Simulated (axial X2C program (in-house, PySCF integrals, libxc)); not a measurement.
# Which molecule gave these maps?

PBE0 fields computed with an in-house relativistic program for diatomic molecules, two-component, near the equilibrium distance, one atom at z = 0.

The maps cover the half plane through the axis: z from -2.4 to 4.2 Å along the bond, ρ from 0.15 to 2.25 Å away from it.

log10 of the density in e/bohr³:

```
 ρ\z  -2.4  -1.8  -1.2  -0.6   0.0   0.6   1.2   1.8   2.4   3.0   3.6   4.2
0.15  -3.7  -2.7  -1.6  -0.1   1.8  -0.1  -1.0  -0.1   1.2  -0.8  -1.6  -2.5
0.45  -3.8  -2.8  -1.7  -0.4   0.3  -0.4  -1.1  -0.6   0.1  -1.0  -1.7  -2.6
0.75  -3.8  -2.9  -1.9  -0.9  -0.4  -0.9  -1.3  -1.1  -0.9  -1.2  -1.9  -2.7
1.05  -3.9  -3.1  -2.2  -1.5  -1.1  -1.4  -1.6  -1.4  -1.3  -1.6  -2.1  -2.9
1.35  -4.1  -3.3  -2.5  -2.0  -1.7  -1.9  -1.9  -1.8  -1.7  -1.9  -2.4  -3.1
1.65  -4.2  -3.5  -2.9  -2.4  -2.2  -2.3  -2.3  -2.1  -2.1  -2.3  -2.7  -3.3
1.95  -4.4  -3.8  -3.2  -2.8  -2.6  -2.7  -2.6  -2.5  -2.5  -2.7  -3.1  -3.6
2.25  -4.7  -4.1  -3.6  -3.2  -3.1  -3.0  -3.0  -2.9  -2.9  -3.0  -3.4  -3.9
```

Electron localisation function (collinear form, no current term, damped to 0 at low density):

```
 ρ\z  -2.4  -1.8  -1.2  -0.6   0.0   0.6   1.2   1.8   2.4   3.0   3.6   4.2
0.15  0.00  0.02  0.11  0.70  0.69  0.66  0.49  0.41  0.38  0.23  0.78  0.42
0.45  0.00  0.02  0.11  0.61  0.64  0.56  0.47  0.17  0.52  0.40  0.78  0.39
0.75  0.00  0.02  0.11  0.40  0.59  0.35  0.44  0.40  0.25  0.73  0.75  0.35
1.05  0.00  0.02  0.09  0.24  0.29  0.22  0.40  0.68  0.73  0.84  0.70  0.28
1.35  0.00  0.01  0.07  0.16  0.18  0.17  0.33  0.68  0.82  0.81  0.60  0.19
1.65  0.00  0.01  0.06  0.11  0.13  0.14  0.25  0.56  0.73  0.70  0.45  0.10
1.95  0.00  0.00  0.03  0.08  0.10  0.11  0.16  0.39  0.56  0.52  0.26  0.03
2.25  0.00  0.00  0.01  0.04  0.06  0.07  0.09  0.22  0.34  0.28  0.10  0.01
```

Axial spin density in 10⁻³ e/bohr³:

```
 ρ\z  -2.4  -1.8  -1.2  -0.6    0.0   0.6  1.2   1.8   2.4   3.0  3.6  4.2
0.15  -0.1  -0.4  -1.4  47.8  -18.5  52.3  1.0   2.9  63.1  15.4  5.8  1.1
0.45   0.0  -0.2  -0.7  11.7   -2.5   5.5  3.8  17.8   2.6  20.4  5.6  1.0
0.75   0.0  -0.1   0.1   6.1   14.7   2.1  6.2  25.4  34.0  19.8  4.7  0.8
1.05   0.0   0.0   0.6   4.7   10.1   4.2  5.9  18.3  25.7  13.3  3.4  0.7
1.35   0.0   0.1   0.6   2.8    5.1   3.4  4.2   9.8  13.0   7.2  2.1  0.5
1.65   0.0   0.1   0.4   1.4    2.4   2.1  2.4   4.7   5.8   3.5  1.2  0.3
1.95   0.0   0.1   0.2   0.7    1.1   1.1  1.3   2.1   2.4   1.6  0.6  0.2
2.25   0.0   0.0   0.1   0.3    0.5   0.5  0.6   0.9   1.0   0.7  0.3  0.1
```

Task: Which molecule is it?
A. TaN⁺
B. PdAs
C. BeAg
D. NaTe⁻

Result: B. PdAs, with Pd at z = 0 and As at z = 2.280 Å, state Ω = 3/2 (⟨Sz⟩ = 1.50, ⟨Lz⟩ = 0.00 at PBE0), basis Pd dyall-cv3z [12s12p8d5f3g], As dyall-cv3z [9s9p6d4f1g] (cores contracted in-house). One determinant describes the state; a PBE0 search over occupations chose it and may have missed a lower one. Density functionals use the spin component along the axis (collinear). Other states lie close and PBE0, whose exact exchange favours high spin, may order them wrongly; the determinant shown need not be the ground state. The nearest other 2c determinant of the search, Ω = 1/2, lies 0.25 eV up at the distance of the search. With several unpaired electrons one determinant need not be a pure state. This is the top spin component of a Σ state; components of lower Ω are not single determinants and can lie lower.
